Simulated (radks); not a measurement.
Results of a calculation; reference values are marked as such.
Species: I III. Configuration: [Kr] 4d9.5 5s2 5p3 5d0.5 (fractional occupations, a model configuration). Code: a radial shooting solver on a logarithmic mesh with Libxc functionals. Model: Dirac Kohn-Sham, exchange-only PBE, spin-unpolarised, spherical densities, point nucleus; open shells fill j = l - 1/2 first.

Spin-orbit splittings of the eigenvalues, e(l+1/2) - e(l-1/2), with zeta = 2 splitting/(2l+1) and mean radii in bohr:

shell  occ.  splitting (eV)  zeta (eV)  <r> j=l-1/2  <r> j=l+1/2
2p        6           298.8      199.2      0.09846       0.1041
3p        6           56.23      37.49       0.3040       0.3156
3d       10           11.83      4.732       0.2864       0.2901
4p        6           11.06      7.372       0.7699       0.7976
4d      9.5           1.757     0.7028       0.9036       0.9144
4f        0         0.01511   0.004318        4.150        4.179
5p        3           1.378     0.9186        2.114        2.194
5d      0.5          0.1134    0.04538        3.300        3.334
